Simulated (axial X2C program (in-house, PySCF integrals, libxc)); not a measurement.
**Potential curves of AsN⁺, without spin–orbit coupling**

Calculated with an in-house all-electron X2C program for linear molecules (integrals from PySCF). Spin-free means the one-electron spin-free X2C Hamiltonian. Basis: As dyall-cv3z [9s9p6d4f1g], N dyall-av3z [7s7p3d2f] (cores contracted in-house); Gaussian nuclei, density fitting, unrestricted open shells. Masses: As 74.922 u, N 14.003 u.

State: M_S = 1/2, Λ = 1 (beyond evenly filled blocks: π+α, π+β, π-α). Energies in kJ/mol from the fragments at the same level (As+ + N). Fits are polynomials in 1 − R0/R over 0.85 to 1.23 times the lowest point R0.

| R (Å) | CCSD(T) | PBE |
| --- | --- | --- |
| 1.4712 |  | -228.23 |
| 1.5388 | -231.12 | -313.75 |
| 1.5895 | -266.95 | -352.30 |
| 1.6403 | -285.78 | -374.32 |
| 1.6910 | -291.40 | -383.48 |
| 1.7502 | -285.55 | -381.95 |
| 1.8094 | -270.52 | -370.82 |
| 1.8855 | -243.67 | -347.11 |
| 1.9785 |  | -310.46 |
| 2.1138 |  | -254.28 |

Correlated methods: 9 electrons correlated (number of frozen shells: As 3 s, 2 p, 1 d; N 1 s), 233 virtual spin orbitals or spinors in MP2, 90 natural virtuals in coupled cluster.

De is counted from the lowest determinant-based energies of the atoms at the same level, without counterpoise correction. Coupled cluster ran in a truncated set of natural virtual spinors; the MP2 energy of the rest was added. (T) has no such correction and the atoms are truncated less, which lowers De at CCSD(T) by a hundredth of an eV or more. Without a current term, density functionals place determinants with orbital angular momentum somewhat too high. The state is one determinant with fixed occupations, lowest in a PBE0 search at one distance only: followed along the bond, the spin-free determinant M_S = 1/2, Λ = 0 reaches 0.12 eV lower at PBE0, at Re = 1.595 Å, so the state shown is not the lowest. At some level and bond length an empty orbital lies below a filled one. The determinant is spin-polarised beyond a pure state at some levels (its spin-free form has ⟨S²⟩ too high), which makes Re and μ there less reliable. The T1 diagnostic is large, a sign of multireference character. Spin-free De lacks the spin–orbit lowering of the heavy p-block atom, a tenth of an eV or more for 4p and 5p, up to an eV for 6p and one to two eV for 7p atoms, less what an open-shell molecule gains itself. Coupled cluster ran on the points near the minimum only. MP2 and coupled cluster on one determinant become unreliable at the stretched end.

(1) Fit the CCSD(T) curve near its minimum: give the equilibrium distance, the harmonic wavenumber and the well depth.

(2) Fit the PBE curve near its minimum: give the equilibrium distance, the harmonic wavenumber and the well depth.

Results:

(1) At CCSD(T), spin-free: Re = 1.692 Å, ωe ≈ 958 cm⁻¹, De = 3.02 eV to As+ + N; Be follows as 0.499 cm⁻¹.

(2) At PBE, spin-free: Re = 1.712 Å, ωe ≈ 899 cm⁻¹, De = 3.98 eV to As+ + N; Be follows as 0.487 cm⁻¹.
